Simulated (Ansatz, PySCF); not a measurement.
Process, species as SMILES: [SiH3]P → [SiH3][PH] + H atom (the H-P bond at the site shown breaks; other sites are not compared here)
Each molecule is optimised on its own at B3LYP-D3(BJ)/def2-TZVP (Ansatz, an electronic-structure program).

Property: bond dissociation energy (enthalpy at 298 K, with B3LYP-D3(BJ) rigid-rotor harmonic-oscillator terms from PySCF), in eV. Cores are frozen in the correlated levels unless marked. Open shells are spin-unrestricted. No spin-orbit coupling. No relativistic terms. Basis-set limits of correlation are two-point, X^-3; Hartree-Fock from the larger set. [CCSD(T)-MP2]/basis is that difference in the basis named.

| level | program | bond dissociation energy (eV) |
|---|---|---|
| HF/cc-pV(D+d)Z | Ansatz | 2.51 |
| PBE-D3(BJ)/def2-TZVPD | Ansatz + dftd3 | 3.41 |

Problem. Estimate the value at RI-MP2/CBS(aug-cc-pV(T+d)Z,aug-cc-pV(Q+d)Z)+[CCSD(T)-MP2]/aug-cc-pV(T+d)Z as computed with Ansatz.

Solution. 3.57 eV, so PBE-D3(BJ)/def2-TZVPD differs from it by -0.16 eV.
